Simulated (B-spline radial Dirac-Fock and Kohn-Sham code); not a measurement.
**X-ray lines that fill the M3 vacancy in Nd⁴⁺**

System: the Nd⁴⁺ ion, configuration [Xe] 4f2.

These are calculated numbers from a radial atomic solver; the model is independent-particle rates on relativistic LDA orbitals of the hole state (multipoles up to L = 3, Coulomb Auger matrix elements, transition energies from Dirac-Fock).

```
 line  multipole  energy (eV)  rate (s⁻¹)  share (%)
M3-M4         E1        300.5    1.08e+11      0.747
M3-M5         E1        322.3    1.22e+12       8.50
M3-N1         E1        977.0    2.31e+12       16.1
M3-N2         E2       1044.9    3.23e+09     0.0224
M3-N3         E2       1067.8    2.87e+09     0.0199
M3-N4         E1       1181.6    1.12e+12       7.75
   Mγ         E1       1185.6    9.15e+12       63.5
M3-O1         E1       1271.4    4.78e+11       3.32
M3-N7         E2       1307.2    5.46e+09     0.0379
```

The listed lines hold 100.0 % of the radiative rate. The radiative width is 0.00948 eV in the length form and 0.00918 eV in the velocity form; the two differ because the transition energies are not eigenvalue differences of the potential that gave the orbitals.
